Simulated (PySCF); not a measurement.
Sn(H)(F)2(vinyl) (C2H4F2Sn), SMILES C=[CH][SnH]([F])[F].

Geometry optimised at PBE0-D3(BJ)/def2-SVP. The structure was generated by enumeration; whether it is a known compound was not checked. The def2 effective core potentials stand for the cores of Sn; spin–orbit coupling is left out. The values are those of a single conformer.

Two levels are set side by side: TDA-PBE/def2-SVPD (PySCF) and TDA-ωB97X/def2-SVPD (PySCF). Vertical, same geometry. The lowest singlet is HOMO→LUMO 97 % with PBE and HOMO−1→LUMO 89 % with the other functional; states are paired by order. Differences are taken from unrounded values.

| quantity | TDA-ωB97X |
|---|---|
| lowest singlet excitation (eV) | 6.53 |
| lowest triplet excitation (TDA) (eV) | 4.41 |
| first bright state (f over 0.05) (eV) | 7.70 |
| its oscillator strength | 0.54 |

Question: What does TDA-PBE give, and how far is it from TDA-ωB97X? (Estimate from the structure and the level; the computed values follow.)

Answer: 
| quantity | TDA-PBE | TDA-PBE minus TDA-ωB97X |
|---|---|---|
| lowest singlet excitation (eV) | 5.58 | -0.95 |
| lowest triplet excitation (TDA) (eV) | 4.42 | 0.01 |
| first bright state (f over 0.05) (eV) | 6.51 | -1.19 |
| its oscillator strength | 0.06 | -0.48 |

Functionals without exact exchange tend to place singlet excitations lower, as here. Differences between two approximate levels are no errors against the true value.

Rough cost on one machine, each run with all the roots and properties that it gave: TDA-ωB97X against TDA-PBE about 4 times.
